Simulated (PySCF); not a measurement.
Structure elucidation problem

Molecular formula: C$_{8}$H$_{13}$FSi. Simulated spectra:

¹H NMR (600 MHz, computed): δ 6.91 (m, 1H), 5.40 (m, 1H), 4.62 (m, 1H), 4.30 (m, 1H), 2.81 (m, 1H), 1.89 (d, 3H), 1.38 (m, 1H), 0.66 (m, 1H), 0.44 (m, 1H), 0.12 (m, 1H), -0.23 (m, 1H).

¹³C{¹H} NMR (computed): δ 151.0 (CH), 143.3 (C), 100.9 (CH), 43.3 (CH), 24.4 (CH3), 13.5 (CH), 8.4 (CH2), 3.6 (CH2).

- geometry from GFN2-xTB
- shielding tensors at PBE0/pcSseg-1 (GIAO)
- program: PySCF 2.14
- equivalent nuclei averaged, no solvent model, relativity neglected, a single conformation

Referencing at the same level of theory: ¹H and ¹³C against TMS.

Task: Deduce the structure.

Result: 
1. The formula gives 3 degrees of unsaturation (2 rings in the answer).
2. 8 carbon signals for 8 carbons: no two carbons are equivalent.
3. Carbon types of the structure: 1 × C, 4 × CH, 2 × CH2, 1 × CH3, leaving 2 H on heteroatoms.
4. δC 151.0: alkene CH; as expected for a trigonal carbon in a double bond.
5. δC 143.3: fully substituted alkene carbon; the olefinic region.
6. δC 100.9: allylic sp3 CH bonded to F; the inductive effect lowers its shielding.
7. δC 24.4: allylic methyl carbon; aliphatic region, no heteroatom directly attached.
8. δC 13.5, 8.4, 3.6: three-membered-ring carbon; carbons of three-membered rings are unusually shielded.
9. δH 6.91: hydrogen on an alkene CH; olefinic region.
10. δH 1.89: hydrogen on an allylic methyl carbon; allylic position.

Structure: `C/C=C1\[SiH2][C@@H](C2CC2)[C@@H]1F`.

The data come from this structure; uniqueness wasn't tested.

Splittings by ¹⁹F in the carbon and heteronuclear signals aren't shown, as no couplings were computed. Shifts are as computed. Against solution values, carbons near 30 ppm lie about +3 ppm off and those near 130 ppm about +5 ppm. Of 1309 compounds with measured shifts, 239 miss one by over three times the rms of a fit or turn the order of signals round; such compounds aren't used in these exercises. No couplings were computed; multiplicities are counted from neighbouring protons, with m where these are inequivalent, close in shift, in a saturated or five-membered ring or joined by F or P, and br s for small geminal =CH2 splittings.
